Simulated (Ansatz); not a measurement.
Ansatz (a quantum-chemistry and plane-wave program) input (CCSD(T)/def2-SVPD):

Ansatz 0.2 input:
```yaml
crystal:
  periodic: [false, false, false]
  atoms:
    - {symbol: Cd, position_ang: [0.00000000, 0.00000000, 0.00000000]}
    - {symbol: Cl, position_ang: [0.00000000, 0.00000000, 2.31670480]}
    - {symbol: Cl, position_ang: [-0.00000000, -0.00000000, -2.31670480]}
basis:
  gaussian:
    orbitals: def2-SVPD
total_charge: 1
magnetization: {spin_polarized: true, initial_magnetization: 1}
correlation: {method: ccsd_t, electrons: outside_noble_gas}
output: {forces: true}
```

End of the output:

```
mean field evaluation 512: about -29530.7595 eV, gradient 1.1e0 eV
mean field evaluation 544: about -29530.6393 eV, gradient 1.2e-3 eV
mean field evaluation 576: about -29528.2574 eV, gradient 3.0e-1 eV
mean field evaluation 608: about -29531.2224 eV, gradient 1.0e0 eV
mean field evaluation 640: about -29530.6391 eV, gradient 9.6e-2 eV
mean field evaluation 672: about -29528.2583 eV, gradient 7.3e-4 eV
mean field evaluation 704: about -29531.2363 eV, gradient 2.3e-3 eV
mean field evaluation 736: about -29530.5829 eV, gradient 1.4e0 eV
mean field evaluation 768: about -29528.2583 eV, gradient 8.2e-3 eV
mean field evaluation 800: about -29531.2363 eV, gradient 2.6e-3 eV
mean field evaluation 832: about -29528.2538 eV, gradient 6.0e-1 eV
mean field evaluation 864: about -29531.9662 eV, gradient 1.5e-2 eV
mean field evaluation 896: about -29530.7872 eV, gradient 1.7e-2 eV
mean field evaluation 928: about -29528.3730 eV, gradient 9.5e-3 eV
mean field evaluation 960: about -29528.2569 eV, gradient 7.5e-1 eV
mean field evaluation 992: about -29527.3865 eV, gradient 1.1e-2 eV
mean field -29531.96616310 eV, -1085.2797390085 hartree, gradient 3.0e-6 eV, S^2 0.757697; 17 other end points of the search recorded, 0 dependent functions left out
determinant -29531.96616310 eV, -1085.2797390085 hartree, with singles and doubles -29546.91150990 eV, -1085.8289703729 hartree
determinant -29531.23630053 eV, -1085.2529170536 hartree, with singles and doubles -29546.86088393 eV, -1085.8271099028 hartree
determinant -29530.78722057 eV, -1085.2364136694 hartree, with singles and doubles -29545.85268088 eV, -1085.7900591239 hartree
determinant -29530.77204680 eV, -1085.2358560439 hartree, with singles and doubles -29546.46546712 eV, -1085.8125786032 hartree
determinant -29530.63929006 eV, -1085.2309773234 hartree, with singles and doubles -29545.96598428 eV, -1085.7942229472 hartree
determinant -29529.52745906 eV, -1085.1901182878 hartree, with singles and doubles -29545.11191302 eV, -1085.7628364072 hartree
determinant -29531.96616310 eV, -1085.2797390085 hartree, with singles and doubles -29546.92981684 eV, -1085.8296431404 hartree
determinant -29531.96616310 eV, -1085.2797390085 hartree, with singles and doubles -29546.94465588 eV, -1085.8301884653 hartree
determinant -29531.23630053 eV, -1085.2529170536 hartree, with singles and doubles -29546.86731845 eV, -1085.8273463669 hartree
determinant -29530.77204680 eV, -1085.2358560439 hartree, with singles and doubles -29546.47497406 eV, -1085.8129279768 hartree
14 core orbitals not correlated
reference -29531.96616310 eV, -1085.2797390085 hartree; 13, 12 occupied and 61, 62 virtual orbitals, 824 factors
densities: 0.73 GiB planned
second order -14.43308960 eV of doubles, -0.00000000 eV of singles
coupled cluster: 0.54 GiB planned
cycle   1  -14.97849512 eV  change   -2.3e-6 eV  update   3.4e-6
cycle   2  -14.97849550 eV  change   -3.8e-7 eV  update   2.3e-6
cycle   3  -14.97849573 eV  change   -2.3e-7 eV  update   1.6e-6
cycle   4  -14.97849553 eV  change    2.0e-7 eV  update   5.5e-7
perturbative correction -0.36264476 eV, -0.0133269492 hartree
the calculation of the forces begins
WARN: the results are in doubt because the forces break the atoms' symmetry
Total energy: -29547.30730340 eV, -1085.8435155156 hartree
Atom 0 at     0.000000     0.000000     0.000000 Å, force    -0.000000    -0.000000     2.284598 eV/Å
Atom 1 at     0.000000     0.000000     2.316705 Å, force     0.000000    -0.000000    -0.597352 eV/Å
Atom 2 at    -0.000000    -0.000000    -2.316705 Å, force    -0.000000     0.000000    -1.687246 eV/Å
Dipole moment:     0.000000    -0.000000    -1.117718 e Å
In doubt: the forces break the atoms' symmetry
```

The spin state was set by rule; other spins were not relaxed.

The program attaches cautions to this result: asymmetric forces.
